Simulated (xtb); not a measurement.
H2MgOS, SMILES [OH][Mg][SH]. All values are semi-empirical tight-binding results from xtb (GFN2-xTB unless named), good for trends rather than for accurate numbers. The structure is a stationary point at GFN2-xTB. Other conformers were not sampled.

For metal compounds this method's bond lengths and energies can be far off.

Computed properties:
- point group as xtb finds it: Cs
- orbital gap: 1.94 eV
- zero-point energy: 12.3 kcal/mol
- G − E(el) at 298.15 K (modified RRHO): -5.9 kcal/mol
